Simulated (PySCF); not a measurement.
C4H11AsGe.
Atom-mapped SMILES: `[CH2:1]=[CH:2][Ge@@H:3]([CH3:4])[AsH:5][CH3:6]` (hydrogens: H7, H8 on C1; H9 on C2; H10 on Ge3; H11, H12, H13 on C4; H14 on As5; H15, H16, H17 on C6)

Method used: TDDFT B3LYP/def2-SVPD, vertical, gas phase, core orbitals frozen in the response in PySCF. The structure is a single PBE0-D3(BJ)/def2-SVP conformer in the gas phase; no vibrational or solvent corrections. The B3LYP/def2-SVPD calculation is non-relativistic and has no spin–orbit coupling, an omission that weighs most on arsenic and germanium.

Frontier orbitals with the atoms that hold most of them (Löwdin shares over 4%, at most four atoms; ? is withheld):

```json
{"orbital": "HOMO-3", "ε (eV)": "-8.46", "atoms": "C2 19%, C4 17%, Ge3 15%, C1 12%"}
{"orbital": "HOMO-2", "ε (eV)": "-8.07", "atoms": "C2 29%, Ge3 16%, C1 16%, As5 11%"}
{"orbital": "HOMO-1", "ε (eV)": "-7.51", "atoms": "As5 24%, C1 20%, C2 20%, C6 8%"}
{"orbital": "HOMO", "ε (eV)": "?", "atoms": "?"}
{"orbital": "LUMO", "ε (eV)": "-0.70", "atoms": "?"}
{"orbital": "LUMO+1", "ε (eV)": "0.03", "atoms": "Ge3 24%, As5 24%, H14 9%, H10 8%"}
{"orbital": "LUMO+2", "ε (eV)": "0.18", "atoms": "As5 27%, C6 18%, H14 9%, Ge3 7%"}
```

(1) Which atoms hold the HOMO, and with what shares?

(2) Which atoms hold the LUMO, and with what shares?

(3) What is the HOMO energy, and the HOMO–LUMO gap?

## Answers

(1) As5 (bonded to C, Ge and H) 54%; Ge3 (bonded to As, 2 C and H) 15%; C6 (bonded to As and 3 H) 9%; H14 (bonded to As) 5%.

(2) C1 (bonded to C and 2 H) 32%; C2 (bonded to C, Ge and H) 27%; As5 (bonded to C, Ge and H) 11%; Ge3 (bonded to As, 2 C and H) 8%. By element: carbon 59% or more, arsenic 11%, germanium 8%.

(3) ε(HOMO) = -6.48 eV; the gap is 5.78 eV (0.2125 hartree).

Question: The HOMO–LUMO gap is 5.78 eV. Where does the response calculation put the lowest singlet, and from which orbitals?

Answer: S1 is at 5.06 eV (f = 0.059), 0.73 eV below the gap, made of HOMO→LUMO (95%). Without the coupling terms of the response equations the lowest excitation would equal the gap.

Next come S2 at 5.77 eV (f 0.014), HOMO→LUMO+1 (57%), HOMO→LUMO+2 (36%); S3 at 5.83 eV (f 0.022), HOMO→LUMO+2 (57%), HOMO→LUMO+1 (28%); S4 at 6.14 eV (f 0.052), HOMO-2→LUMO (38%), HOMO→LUMO+3 (30%), HOMO-1→LUMO (25%); S5 at 6.34 eV (f 0.308), HOMO→LUMO+3 (52%), HOMO-2→LUMO (17%), HOMO→LUMO+1 (9%).
